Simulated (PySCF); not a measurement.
C₆H₃Cl₂ (doublet state).
Numbering: `[CH:1]=[C:2]1[CH:3]=[C:4]([Cl:5])[C:6]([Cl:7])=[CH:8]1` (hydrogens: H9 on C1; H10 on C3; H11 on C8)

Method: UKS B3LYP, pcH-1 on C Cl H, non-relativistic, mean-field spin-orbit, GIAO (PySCF 2.14.0). Geometry: GFN2-xTB; no solvent, vibrations or thermal averaging. Couplings are sensitive to structure, and on GFN2-xTB geometries they can be far from those on DFT ones. No stability test was run, so a lower SCF solution isn't excluded.

Principal values of hyperfine tensors in MHz (contact, dipolar and spin–orbit terms together), for some of the nuclei:

```tsv
atom	isotope	A1	A2	A3
C1	13C	222.28	252.63	453.85
C8	13C	72.34	77.26	94.52
H9	1H	-4.55	20.30	71.28
C2	13C	-33.06	-11.69	2.61
C6	13C	-1.23	9.47	11.86
H11	1H	-10.85	-7.81	0.97
H10	1H	-7.74	-5.38	4.06
C4	13C	-10.05	-0.09	1.33
```

Give the isotropic coupling of each nucleus in MHz and in mT (g = 2.0019), and the anisotropic part.

a_iso is a third of the trace, T = A − a_iso, and a(mT) = a(MHz)/(g × 13.996). The tensors hold a spin–orbit part: the run splits a_iso into a_FC + a_SO, and T includes its anisotropic share.

```
atom  a_iso (MHz)    a_FC   a_SO  a_iso (mT)      T1      T2      T3
  C1       309.59  309.73  -0.15      11.049  -87.31  -56.96  144.26
  C8        81.38   81.41  -0.03       2.904   -9.03   -4.11   13.14
  H9        29.01   29.01   0.00       1.035  -33.56   -8.71   42.26
  C2       -14.05  -14.06   0.01      -0.501  -19.01    2.36   16.66
  C6         6.70    6.72  -0.02       0.239   -7.93    2.77    5.16
 H11        -5.90   -5.89  -0.01      -0.210   -4.95   -1.91    6.86
 H10        -3.02   -3.02   0.00      -0.108   -4.72   -2.36    7.08
  C4        -2.94   -2.92  -0.02      -0.105   -7.11    2.85    4.26
```

What spin density at the nucleus of H9 lies behind its contact coupling (g_N = 5.58569)?

a_FC = 800.24 MHz bohr³ × g_N × ρ(0)/(2S). With a_FC = 29.01 MHz and 2S = 1, ρ(0) = 0.00649 bohr⁻³. In magnitude that is 2.0 % of the 1/π = 0.318 of a free hydrogen atom.

C3 (13C, g_N = 1.40482) isn't in the table. Its spin density at the nucleus is 0.04878 bohr⁻³. What is its contact coupling?

By the same relation, a_FC = 54.8 MHz. Its full tensor has the principal values 49.13, 52.77, 62.55 MHz.

Name the largest traceless tensor T of the table and describe it.

C1: -87.3, -57.0, 144.3 MHz (the dipolar term alone has -87.2, -57.0, 144.1), rhombic: the two smaller values differ by 21 % of the largest.

In a single crystal, with the field along each principal axis of the tensor of C1 in turn, what first-order splitting does this nucleus give (isotropic g, quadrupole terms neglected)?

2 lines (I = 1/2), spaced by |A_i|/(g × 13.996): 7.93, 9.02, 16.20 mT along the axes of A1, A2 and A3.
